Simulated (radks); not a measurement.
The lead ion Pb42+, 40 electrons, occupied as [Kr] 4d2 5s2 (not the ground configuration). All-electron calculation, scalar-relativistic Kohn-Sham, PBEsol, spin-polarised, spherical densities, finite nucleus; open shells are filled with parallel spins first (spin-orbit coupling, left out, can overturn this in heavy ions); Fermi nuclear charge, rms radius 5.5012 fm. Program: a radial shooting solver on a logarithmic mesh with Libxc functionals.

Local quantities along the radius. ELF = 1/(1 + alpha^2) is the electron localisation function; alpha = (tau - tau_W)/tau_unif compares the Pauli kinetic energy density with that of the uniform gas (summed over spins). tau is taken from the large components.

| r (bohr) | ELF | alpha |
|---|---|---|
| 0.0007903 | 1.000 | 0.02139 |
| 0.001021 | 0.999 | 0.02276 |
| 0.001308 | 0.999 | 0.02469 |
| 0.00169 | 0.999 | 0.02761 |
| 0.002183 | 0.999 | 0.03195 |
| 0.00282 | 0.999 | 0.03855 |
| 0.003642 | 0.998 | 0.04900 |
| 0.004668 | 0.996 | 0.06568 |
| 0.006029 | 0.991 | 0.09588 |
| 0.007788 | 0.977 | 0.1533 |
| 0.01006 | 0.932 | 0.2705 |
| 0.013 | 0.790 | 0.5161 |
| 0.01679 | 0.518 | 0.9640 |
| 0.02151 | 0.344 | 1.382 |
| 0.02779 | 0.397 | 1.232 |
| 0.0359 | 0.619 | 0.7847 |
| 0.04637 | 0.750 | 0.5781 |
| 0.0599 | 0.664 | 0.7115 |
| 0.07676 | 0.391 | 1.247 |
| 0.09915 | 0.379 | 1.280 |
| 0.1281 | 0.677 | 0.6905 |
| 0.1654 | 0.749 | 0.5795 |
| 0.2137 | 0.390 | 1.250 |
| 0.2739 | 0.278 | 1.612 |
| 0.3538 | 0.679 | 0.6876 |
| 0.457 | 0.449 | 1.108 |
| 0.5903 | 0.224 | 1.864 |
| 0.7625 | 0.574 | 0.8606 |
| 0.9771 | 0.838 | 0.4401 |
| 1.262 | 0.806 | 0.4904 |

On this mesh the ELF has minima near r = 0.024, 0.087, 0.24, 0.59 bohr, which separate the shells, and maxima near 0.046 (0.75), 0.15 (0.76), 0.35 (0.68), 1.1 (0.85).
